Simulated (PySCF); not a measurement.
## Diatomics of Na with the halogens

CCSD(T) with triple-zeta basis sets in PySCF, for the lowest determinant that a PBE0 search found; no spin–orbit coupling. De refers to high-spin ground-configuration atoms.

```csv
M,basis,"reference, frozen orbitals",state (unpaired electrons),Re (Å),ωe (cm⁻¹),De (eV)
F,x2c-TZVPPall,"RHF, 2",singlet (closed shell),1.920,545,4.62
Cl,def2-TZVPP,"RHF, 6",singlet (closed shell),2.360,365,4.00
I,def2-TZVPP,"RHF, 5",singlet (closed shell),2.726,253,3.22
```

Question: The row for M = Br is missing. Estimate Re, ωe and De as the mean of the rows for Cl and I, and compare with the calculation.

Answer: The means are 2.543 Å, 309 cm⁻¹ and 3.61 eV. RHF-CCSD(T) in def2-TZVPP gives NaBr as a singlet (closed shell) with Re = 2.514 Å, ωe = 295 cm⁻¹, De = 3.70 eV, so the estimate is off by +2.9 pm, +5 % and -0.09 eV.

The rows differ in basis set, which adds steps of its own.

Correlated steps freeze the inner cores (2 to 10 orbitals); shallow outer-core shells are correlated. These are scalar-relativistic numbers at best; spin–orbit coupling would shift them, the dissociation energy most. Where the molecule has an RHF reference, its open-shell atoms are computed with UHF.
